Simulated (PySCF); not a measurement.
Simulation results for CH5BGeN, Al2GeH3O, CH4BGe, C2H6BGe and others

All values are calculated (PySCF 2.14.0). Calculation on a computer-drawn molecule: the log of a Hartree-Fock and frozen-core CCSD(T) single point meant for a local Hartree-Fock minimum, with one planted fault or none, to be diagnosed. Offsets are logged minus clean, where the clean run is the same molecule without the fault. The reference is restricted for singlets and unrestricted otherwise, and also for a bond in bohr or an excited solution. Adding or removing an electron swaps singlet and doublet. The excited solution moves the top pair (singlet) or top alpha electron (doublet) to the lowest empty orbital. Highest occupied and lowest empty are orbital energies over both spins, largest force is the largest gradient component, triples share is (T) over the correlation energy, the T1 limit is 0.02 restricted and 0.045 unrestricted, electrons count all cores, a negative frequency is imaginary (commonest isotopes), and the dipole is about the centre of nuclear charge; on germanium a core potential holds 10 electrons, which the energies leave out, and 3d is frozen in MP2 and coupled-cluster steps.

Common to all runs: meant basis and core potential on germanium cc-pVDZ-PP ECP10MDF; logged SCF converged yes; possible faults no fault, one electron removed, one electron added, multiplicity raised by two, geometry at a saddle point, SCF held on an excited solution, minimal basis STO-3G, one bond length entered in bohr, all coordinates scaled.

(1) CH5BGeN

Logged structure:
```xyz
9
CH5BGeN
N     -1.0166    -0.3367     0.4990
B     -0.0462    -0.7903    -0.3027
C      1.0047    -1.2485    -1.1608
Ge     2.3188    -0.1411    -1.7285
H     -1.8856     0.0259     0.1489
H     -0.9591    -0.3805     1.5010
H      1.0236    -2.2835    -1.4851
H      3.4256    -0.6268    -2.6332
H      2.3448     1.3121    -1.3092
```

```
meant charge                         : 1
meant multiplicity                   : 1
meant basis                          : cc-pVDZ
logged electrons                     : 53
logged basis functions               : 90
logged spin squared                  : 0.7559
logged highest occupied              : -23.041 eV
logged lowest empty                  : -12.123 eV
logged largest force                 : 0.077639 hartree/bohr
logged T1 diagnostic                 : 0.014203
logged D1 diagnostic                 : 0.044623
logged triples share                 : 0.028091
logged CC converged                  : yes
logged dipole magnitude              : 4.8941 debye
logged SCF stable within its kind    : yes
logged energy HF                     : -412.5817 hartree
logged energy CCSD(T)                : -413.0401 hartree
planted fault                        : one electron removed
HF energy offset from clean run      : 303.3 kcal/mol
CCSD(T) energy offset from clean run : 333.3 kcal/mol
```

Drawn bonds:
| atom | other atom | order |
| --- | --- | --- |
| 1 | 2 | 1 |
| 2 | 3 | 1 |
| 3 | 4 | 2 |
| 1 | 5 | 1 |
| 1 | 6 | 1 |
| 3 | 7 | 1 |
| 4 | 8 | 1 |
| 4 | 9 | 1 |

(2) Al2GeH3O

Logged structure:
```xyz
7
Al2GeH3O
O      0.2734    -1.3769     3.3690
Al     0.8942    -1.7107     1.9720
Ge     1.6670    -2.0672    -0.4320
Al     0.7565    -1.1958    -2.7519
H      2.9016    -2.9776    -0.3979
H      1.4391     0.1546    -3.1041
H     -0.2901    -2.1997    -3.3089
```

```
meant charge                         : 1
meant multiplicity                   : 1
meant basis                          : cc-pV(D+d)Z
logged electrons                     : 67
logged basis functions               : 98
logged spin squared                  : 1.7692
logged highest occupied              : -18.456 eV
logged lowest empty                  : -12.501 eV
logged largest force                 : 0.11909 hartree/bohr
logged T1 diagnostic                 : 0.041389
logged D1 diagnostic                 : 0.19815
logged triples share                 : 0.029647
logged CC converged                  : yes
logged dipole magnitude              : 2.747 debye
logged SCF stable within its kind    : yes
logged energy HF                     : -853.03841 hartree
logged energy CCSD(T)                : -853.39439 hartree
planted fault                        : one electron removed
HF energy offset from clean run      : 299.1 kcal/mol
CCSD(T) energy offset from clean run : 351.3 kcal/mol
```

Drawn bonds:
| atom | other atom | order |
| --- | --- | --- |
| 1 | 2 | 2 |
| 2 | 3 | 1 |
| 3 | 4 | 1 |
| 3 | 5 | 1 |
| 4 | 6 | 1 |
| 4 | 7 | 1 |

(3) CH4BGe

Logged structure:
```xyz
7
CH4BGe
B      0.9361    -1.6251    -0.5473
C      0.6789    -0.6613    -1.5449
Ge     0.8446    -1.0763    -3.3139
H      1.1591    -2.4550     0.2507
H      0.3766     0.3494    -1.2822
H      0.5678    -0.0404    -4.3748
H      1.2610    -2.4631    -3.7460
```

```
meant charge                         : 1
meant multiplicity                   : 1
meant basis                          : cc-pVDZ
logged electrons                     : 46
logged basis functions               : 71
logged spin squared                  : 2.0206
logged highest occupied              : -12.12 eV
logged lowest empty                  : -6.7484 eV
logged largest force                 : 0.091946 hartree/bohr
logged T1 diagnostic                 : 0.016174
logged D1 diagnostic                 : 0.055235
logged triples share                 : 0.027456
logged CC converged                  : yes
logged dipole magnitude              : 6.0636 debye
logged SCF stable within its kind    : yes
logged energy HF                     : -357.84852 hartree
logged energy CCSD(T)                : -358.14342 hartree
planted fault                        : multiplicity raised by two
HF energy offset from clean run      : 59.2 kcal/mol
CCSD(T) energy offset from clean run : 78.46 kcal/mol
```

Drawn bonds:
| atom | other atom | order |
| --- | --- | --- |
| 1 | 2 | 1 |
| 2 | 3 | 2 |
| 1 | 4 | 1 |
| 2 | 5 | 1 |
| 3 | 6 | 1 |
| 3 | 7 | 1 |

(4) C2H6BGe

Logged structure:
```xyz
10
C2H6BGe
C     -0.4091     1.2433    -0.5208
B     -1.4747     0.4026    -0.8048
C     -2.6015    -0.5708    -1.1523
Ge    -1.8193    -2.1142    -2.1507
H     -0.5356     2.1742     0.0216
H      0.6048     1.0096    -0.8282
H     -3.0850    -0.9888    -0.2672
H     -3.3538    -0.1281    -1.8079
H     -0.7989    -2.8679    -1.2876
H     -1.1787    -1.6514    -3.4659
```

```
meant charge                         : 0
meant multiplicity                   : 2
meant basis                          : cc-pVDZ
logged electrons                     : 55
logged basis functions               : 95
logged spin squared                  : 3.769
logged highest occupied              : -5.2826 eV
logged lowest empty                  : 1.0293 eV
logged largest force                 : 0.085151 hartree/bohr
logged T1 diagnostic                 : 0.012473
logged D1 diagnostic                 : 0.030838
logged triples share                 : 0.02843
logged CC converged                  : yes
logged dipole magnitude              : 1.3019 debye
logged SCF stable within its kind    : yes
logged energy HF                     : -397.12047 hartree
logged energy CCSD(T)                : -397.58934 hartree
planted fault                        : multiplicity raised by two
HF energy offset from clean run      : 59.24 kcal/mol
CCSD(T) energy offset from clean run : 79.13 kcal/mol
```

Drawn bonds:
| atom | other atom | order |
| --- | --- | --- |
| 1 | 2 | 2 |
| 2 | 3 | 1 |
| 3 | 4 | 1 |
| 1 | 5 | 1 |
| 1 | 6 | 1 |
| 3 | 7 | 1 |
| 3 | 8 | 1 |
| 4 | 9 | 1 |
| 4 | 10 | 1 |

(5) B2ClGeH4

Logged structure:
```xyz
8
B2ClGeH4
B     -0.3610    -0.1379     0.0862
B      0.8045     0.1961     1.2451
Ge     0.2842     3.0135     3.8699
Cl    -1.7837     3.7372     3.9694
H     -1.1428    -1.0361     0.2448
H     -0.4474     0.5055    -0.9244
H      1.8821    -0.3293     1.2939
H      0.7078     2.8275     5.3282
```

```
meant charge                         : 0
meant multiplicity                   : 2
meant basis                          : cc-pV(D+d)Z
logged electrons                     : 63
logged basis functions               : 94
logged spin squared                  : 0.9504
logged highest occupied              : -9.1177 eV
logged lowest empty                  : 0.22682 eV
logged largest force                 : 0.027748 hartree/bohr
logged T1 diagnostic                 : 0.039781
logged D1 diagnostic                 : 0.16974
logged triples share                 : 0.02492
logged CC converged                  : yes
logged dipole magnitude              : 2.6888 debye
logged SCF stable within its kind    : yes
logged energy HF                     : -804.49025 hartree
logged energy CCSD(T)                : -804.92164 hartree
planted fault                        : one bond length entered in bohr, row 2 of the drawn bonds
HF energy offset from clean run      : 40.36 kcal/mol
CCSD(T) energy offset from clean run : 46.25 kcal/mol
```

Drawn bonds:
| atom | other atom | order |
| --- | --- | --- |
| 1 | 2 | 1 |
| 2 | 3 | 1 |
| 3 | 4 | 1 |
| 1 | 5 | 1 |
| 1 | 6 | 1 |
| 2 | 7 | 1 |
| 3 | 8 | 1 |

(6) CH5BGeN

Logged structure:
```xyz
9
CH5BGeN
N     -1.5852    -0.0236    -1.3815
B     -0.4559    -0.0329    -0.8850
C      0.9206    -0.0599    -0.2488
Ge     1.3501    -0.8745     1.4713
H     -2.4817    -0.0113    -1.7872
H      1.7367     0.4121    -0.7900
H      0.0945    -1.4997     2.0785
H      2.4193    -1.9525     1.2675
H      1.9033     0.1979     2.4152
```

```
meant charge                         : 0
meant multiplicity                   : 2
meant basis                          : cc-pVDZ
logged electrons                     : 56
logged basis functions               : 90
logged spin squared                  : 0
logged highest occupied              : -1.4921 eV
logged lowest empty                  : 8.8271 eV
logged largest force                 : 0.073818 hartree/bohr
logged T1 diagnostic                 : 0.014218
logged D1 diagnostic                 : 0.035624
logged triples share                 : 0.033444
logged CC converged                  : yes
logged dipole magnitude              : 3.6557 debye
logged SCF stable within its kind    : yes
logged energy HF                     : -413.25925 hartree
logged energy CCSD(T)                : -413.80646 hartree
planted fault                        : one electron added
HF energy offset from clean run      : 5.855 kcal/mol
CCSD(T) energy offset from clean run : -15.39 kcal/mol
```

Drawn bonds:
| atom | other atom | order |
| --- | --- | --- |
| 1 | 2 | 2 |
| 2 | 3 | 1 |
| 3 | 4 | 1 |
| 1 | 5 | 1 |
| 3 | 6 | 1 |
| 4 | 7 | 1 |
| 4 | 8 | 1 |
| 4 | 9 | 1 |

(7) CH5BGeN

Logged structure:
```xyz
9
CH5BGeN
C      0.7567    -1.3348     3.0542
Ge     0.3855    -2.0588     1.2622
B      0.2363    -0.6076    -0.1742
N      0.1999     0.2486    -1.0564
H     -0.0805    -0.7189     3.3898
H      1.6588    -0.7225     3.0326
H      0.8994    -2.1516     3.7626
H     -0.8617    -2.9532     1.2629
H      0.1605     0.9336    -1.7636
```

```
meant charge                         : 0
meant multiplicity                   : 2
meant basis                          : cc-pVDZ
logged electrons                     : 54
logged basis functions               : 90
logged spin squared                  : 0
logged highest occupied              : -16.231 eV
logged lowest empty                  : -6.7729 eV
logged largest force                 : 0.052072 hartree/bohr
logged T1 diagnostic                 : 0.019814
logged D1 diagnostic                 : 0.068178
logged triples share                 : 0.036619
logged CC converged                  : yes
logged dipole magnitude              : 2.0447 debye
logged SCF stable within its kind    : yes
logged energy HF                     : -413.00056 hartree
logged energy CCSD(T)                : -413.52522 hartree
planted fault                        : one electron removed
HF energy offset from clean run      : 176.8 kcal/mol
CCSD(T) energy offset from clean run : 177.7 kcal/mol
```

Drawn bonds:
| atom | other atom | order |
| --- | --- | --- |
| 1 | 2 | 1 |
| 2 | 3 | 1 |
| 3 | 4 | 2 |
| 1 | 5 | 1 |
| 1 | 6 | 1 |
| 1 | 7 | 1 |
| 2 | 8 | 1 |
| 4 | 9 | 1 |

(8) CH5BGeO

Logged structure:
```xyz
9
CH5BGeO
O      1.0557    -0.1904     2.2267
C      0.1801     0.0540     1.2174
B     -0.8313    -0.6863     0.5914
Ge    -2.3275    -1.6773    -0.3920
H      0.9317    -1.0647     2.5632
H      0.3112     1.0594     0.8187
H     -2.4195    -3.0732     0.2356
H     -3.6769    -0.9735    -0.2317
H     -2.0243    -1.8252    -1.8847
```

```
meant charge                         : 0
meant multiplicity                   : 1
meant basis                          : cc-pVDZ
logged electrons                     : 55
logged basis functions               : 90
logged spin squared                  : 0.7578
logged highest occupied              : -16.549 eV
logged lowest empty                  : -5.8028 eV
logged largest force                 : 0.088576 hartree/bohr
logged T1 diagnostic                 : 0.023511
logged D1 diagnostic                 : 0.12189
logged triples share                 : 0.029009
logged CC converged                  : yes
logged dipole magnitude              : 3.7914 debye
logged SCF stable within its kind    : yes
logged energy HF                     : -433.36071 hartree
logged energy CCSD(T)                : -433.88074 hartree
planted fault                        : one electron removed
HF energy offset from clean run      : 158.9 kcal/mol
CCSD(T) energy offset from clean run : 179 kcal/mol
```

Drawn bonds:
| atom | other atom | order |
| --- | --- | --- |
| 1 | 2 | 1 |
| 2 | 3 | 2 |
| 3 | 4 | 1 |
| 1 | 5 | 1 |
| 2 | 6 | 1 |
| 4 | 7 | 1 |
| 4 | 8 | 1 |
| 4 | 9 | 1 |

(9) CH8GeOSi

Logged structure:
```xyz
12
CH8GeOSi
C     -1.6175     0.5183    -1.2870
Si    -0.3010     0.6507     0.0309
O     -0.6610     1.9991     0.9282
Ge     1.9072     0.8366    -0.9131
H     -1.6057     1.3948    -1.9394
H     -2.6071     0.4481    -0.8276
H     -1.4624    -0.3715    -1.9039
H     -0.3175    -0.5566     0.8965
H     -0.1149     2.2191     1.6676
H      2.3152    -0.4534    -1.6410
H      1.9983     1.9930    -1.9197
H      2.9511     1.0968     0.1861
```

```
meant charge                      : 0
meant multiplicity                : 1
meant basis                       : cc-pV(D+d)Z
logged electrons                  : 68
logged basis functions            : 114
logged spin squared               : 0
logged highest occupied           : -2.501 eV
logged lowest empty               : -4.2248 eV
logged largest force              : 0.063357 hartree/bohr
logged CC converged               : no
logged dipole magnitude           : 0.82738 debye
logged SCF stable within its kind : no
logged energy HF                  : -699.18041 hartree
planted fault                     : SCF held on an excited solution
HF energy offset from clean run   : 361.6 kcal/mol
```

Drawn bonds:
| atom | other atom | order |
| --- | --- | --- |
| 1 | 2 | 1 |
| 2 | 3 | 1 |
| 2 | 4 | 1 |
| 1 | 5 | 1 |
| 1 | 6 | 1 |
| 1 | 7 | 1 |
| 2 | 8 | 1 |
| 3 | 9 | 1 |
| 4 | 10 | 1 |
| 4 | 11 | 1 |
| 4 | 12 | 1 |

Notes: CCSD not converged.

(10) GeH5NOSi

Logged structure:
```xyz
9
GeH5NOSi
N      0.5934     0.8688     0.2269
Ge     2.0297     0.3104    -0.7291
O      1.2344    -1.0347    -1.6198
Si    -0.0043    -2.0059    -2.0427
H      0.6501     1.6380     0.8683
H     -0.3288     0.4736     0.1936
H     -0.2742    -1.8946    -3.4939
H      0.3137    -3.4157    -1.7223
H     -1.2464    -1.6383    -1.3149
```

```
meant charge                      : 0
meant multiplicity                : 1
meant basis                       : cc-pV(D+d)Z
logged electrons                  : 66
logged basis functions            : 99
logged spin squared               : 0
logged highest occupied           : -4.7699 eV
logged lowest empty               : -3.6524 eV
logged largest force              : 0.058724 hartree/bohr
logged dipole magnitude           : 2.3653 debye
logged SCF stable within its kind : no
logged energy HF                  : -714.22167 hartree
planted fault                     : SCF held on an excited solution
HF energy offset from clean run   : 252.2 kcal/mol
```

Drawn bonds:
| atom | other atom | order |
| --- | --- | --- |
| 1 | 2 | 1 |
| 2 | 3 | 1 |
| 3 | 4 | 1 |
| 1 | 5 | 1 |
| 1 | 6 | 1 |
| 4 | 7 | 1 |
| 4 | 8 | 1 |
| 4 | 9 | 1 |

Notes: coupled-cluster numbers left out as unreliable.
